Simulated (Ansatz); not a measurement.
Start from `[CH3][Ge]([NH2])([OH])[Cl]` and change one atom or group to get `C[O][Ge]([CH3])([OH])[Cl]`.

Ansatz, PBE0-D4/def2-TZVP geometries, multiplicity 1. Each molecule was computed in one conformer, which needn't be the lowest.

Scalar relativity is left out up to krypton.

| property | `[CH3][Ge]([NH2])([OH])[Cl]` |
| --- | --- |
| LUMO energy (ωB97M-V/def2-TZVPP) / eV | 1.85 |
| size of the dipole moment (PBE/def2-TZVPP) / D | 1.23 |
| LUMO energy (PBE/def2-TZVPP) / eV | -0.64 |
| HOMO–LUMO gap (PBE/def2-TZVPP) / eV | 5.74 |
| HOMO–LUMO gap (B3LYP/def2-TZVPP) / eV | 7.52 |
| size of the dipole moment (B3LYP/def2-TZVPP) / D | 1.26 |

**Question.** What does the change do to each property? (An estimate is asked.)

**Answer.** Ansatz gave: 
```csv
property,`C[O][Ge]([CH3])([OH])[Cl]`,shift
LUMO energy (ωB97M-V/def2-TZVPP) / eV,1.92,0.07
size of the dipole moment (PBE/def2-TZVPP) / D,0.50,-0.73
LUMO energy (PBE/def2-TZVPP) / eV,-0.81,-0.17
HOMO–LUMO gap (PBE/def2-TZVPP) / eV,5.79,0.05
HOMO–LUMO gap (B3LYP/def2-TZVPP) / eV,7.81,0.29
size of the dipole moment (B3LYP/def2-TZVPP) / D,0.42,-0.84
```

With PBE0 the HOMO falls by 0.36 eV and the LUMO falls by 0.10 eV, so the gap widens by about 0.26 eV. PBE moves the HOMO by -0.23 eV and ωB97M-V by -0.42 eV. Dipoles are sizes alone; their direction can turn.

B3LYP here is the variant with VWN-RPA as its local correlation; programs differ in this.
